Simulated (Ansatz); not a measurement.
`OC(Cl)Br` + H₂O → `OC(O)Br` + HCl  (formal hydrolysis of a C–Cl bond)

Program: Ansatz. Geometries: PBE0-D4/def2-TZVP. ΔE: electronic, gas phase. CCSD(T)/CBS adds triple-zeta CCSD(T) − MP2 to the extrapolated MP2 energy (def2 sets, frozen cores). This one scheme is used for every species. DFT in def2-TZVPP. HSE06 is defined as in plane-wave codes. For Br outer-core shells are correlated without core-valence functions, which leaves a few kJ/mol of doubt a bond. Scalar relativity is left out up to krypton. One conformer a species, not always the lowest.

`OC(Cl)Br`:

```xyz
6

O    -0.204    0.816    0.815
C    -0.231   -0.228   -0.036
Cl    0.999   -1.461    0.340
Br   -0.018    0.331   -1.911
H     0.659    1.248    0.773
H    -1.204   -0.706    0.020
```

H₂O:

Z-matrix (Å, degrees):
```
O
H 1 0.960
H 1 0.960 2 105.1
```

`OC(O)Br`:

Z-matrix (Å, degrees):
```
C
O 1 1.380
Br 1 1.971 2 105.0
O 1 1.364 2 113.6 3 -122.7
H 1 1.090 2 113.7 3 114.2
H 2 0.965 1 107.3 3 -176.5
H 4 0.966 1 108.3 2 55.5
```

HCl:

Z-matrix (Å, degrees):
```
Cl
H 1 1.279
```

| level | ΔE (eV) |
| --- | --- |
| BLYP | -0.10 |
| HSE06 | -0.12 |
| CCSD/def2-SVP | -0.37 |
| HF/def2-TZVPP | -0.28 |

**Question.** What does CCSD(T)/CBS give? (Best estimate.)

**Answer.** Computed: -0.06 eV. The listed levels differ from it by -0.04, -0.06, -0.31, -0.22 eV.

**Question.** What do rigid-rotor, harmonic-oscillator terms from PBE0-D4/def2-TZVP frequencies (298.15 K, 1 bar) make of the CCSD(T)/CBS value? (Best estimate.)

**Answer.** Computed: ΔZPE = -0.03 eV, ΔH = -0.10 eV, ΔS = -7 J/(mol·K), ΔG = -0.08 eV.

Largest T1 diagnostic among the species: 0.010.

The D4 term adds +0.03 eV with B3LYP and +0.02 eV with PBE0; it sums over pairs of atoms, weighted by their polarisabilities, and B3LYP, whose exchange is more repulsive, gets the larger term. At CCSD(T), def2-SVP lies −0.29 eV from the extrapolated value and def2-TZVPP −0.08 eV. From BLYP to BHLYP (50 % exact exchange), in def2-TZVPP and without D4, ΔE moves by −0.10 eV.

B3LYP here is the variant with VWN-RPA as its local correlation; programs differ in this.
